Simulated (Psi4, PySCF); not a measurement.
PySCF was given this input:
```python
from pyscf import gto, scf, dft

mol = gto.M(
    atom='''
Ca    0.48463727   -0.07969732   -0.18176975
F    -0.72534756    1.23563849   -0.79918929
F    -0.35162414   -1.05853334    1.20312207
''',
    basis='def2-svp',
    verbose=4,
)

mf = dft.RKS(mol)
mf.xc = 'wb97m_v'
mf.grids.atom_grid = (99, 590)
mf.grids.prune = None
mf.kernel()
```

Task: Convert this to an input for Psi4.

Result: One answer among several that fit: 
```
memory 2 GB

molecule mol {
0 1
  Ca    0.484637   -0.079697   -0.181770
  F    -0.725348    1.235638   -0.799189
  F    -0.351624   -1.058533    1.203122
}

set basis def2-svp
set reference rks
set scf_type pk
set puream true
set d_convergence 1e-8
set dft_radial_points 99
set dft_spherical_points 590

energy('wb97m-v')
print_variables()
```

Both were run: PySCF gave -877.087709 Eh and Psi4 -877.087750 Eh, 0.041 mEh apart.
